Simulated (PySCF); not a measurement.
Compound: C6H8S.
Bonds: C1–C2 (double), C2–C3, C3–C4, C4–S5 (double), C4–C6, C6–C7 (double). Hydrogens: H8, H9 on C1; H10 on C2; H11, H12 on C3; H13 on C6; H14, H15 on C7.

Structure optimised with GFN2-xTB, isolated species.

(1) List the bond lengths, angles and torsions at this level.

## Answers

(1) 
```tsv
bond	length (bohr)
C1=C2	2.492
C2–C3	2.842
C3–C4	2.835
C4=S5	3.096
C4–C6	2.724
C6=C7	2.520
C1–H8	2.034
C1–H9	2.038
C2–H10	2.044
C3–H11, C3–H12	2.064
C6–H13	2.046
C7–H14	2.034
C7–H15	2.033
```

Bonds in one row agree within 0.02 bohr and their mean is given. A selection of angles:
```tsv
angle	degrees
C2–C1–H8	121.8
C2–C1–H9	122.1
H8–C1–H9	116.1
C1–C2–C3	124.6
C1–C2–H10	120.7
C3–C2–H10	114.7
C2–C3–C4	110.0
C2–C3–H11	108.6
C4–C3–H11	108.3
C4–C3–H12	110.7
H11–C3–H12	109.0
C3–C4–S5	120.1
C3–C4–C6	120.7
S5–C4–C6	119.2
C4–C6–C7	125.8
C4–C6–H13	114.4
C7–C6–H13	119.8
C6–C7–H14	121.0
C6–C7–H15	122.6
H14–C7–H15	116.4
```

Torsions: C1–C2–C3–C4 -124° (anticlinal); C2–C3–C4–S5 -101° (anticlinal); C3–C4–C6–C7 -1° (synperiplanar). The mirror-image conformer, all signs reversed, is as good.

Of the pairs four or more bonds apart, C3···H15 is among the closest relative to their van der Waals radii: 2.71 Å, 93 % of the sum of Bondi's values. The C–C distances run from 1.319 Å (C1=C2, drawn double) to 1.504 Å (C2–C3, drawn single), a spread of 0.185 Å.

Point group: C1 (no symmetry element, even within 0.4 Å). Stationary, but not proved a minimum. One conformer, not necessarily the lowest.

All values are computed, not measured.
